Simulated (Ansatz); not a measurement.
FH3O2Si2, relaxed with RKS PBE0-D4/def2-TZVP in Ansatz from a PBE-D4/def2-SVP geometry. The force threshold is 0.005 eV/Å; the program also tests the step.

Total charge 0; spin multiplicity 1. The bonds changed during the relaxation, so this is another structure than the one it started from.

Start:

```xyz
8

O    -1.046    1.481    0.252
Si   -0.882    0.400   -0.981
O     0.038   -0.909   -0.709
Si    1.008   -1.371    0.709
F     0.957    0.157    1.489
H    -0.329    1.306    0.920
H    -2.153    0.227   -1.750
H     2.406   -1.290    0.069
```

By how much does the energy fall, and how many steps does the optimiser take? (Estimate.)

The calculation gave: 5.40 kcal/mol, in 14 steps.

Which bonds change most? (An estimate is asked.)

The calculation gave: O3–Si4 from 1.778 to 1.869 Å; Si2–O3 from 1.623 to 1.543 Å; O1–Si2 from 1.648 to 1.590 Å; Si2–H7 from 1.495 to 1.465 Å.

Give the relaxed structure. (Best estimate.)

Ansatz gave: 
```xyz
8

O    -0.945    1.485    0.187
Si   -0.959    0.244   -0.806
O    -0.056   -0.997   -0.654
Si    1.069   -1.440    0.771
F     0.871    0.104    1.487
H    -0.276    1.337    0.892
H    -2.007    0.327   -1.826
H     2.304   -1.059   -0.050
```
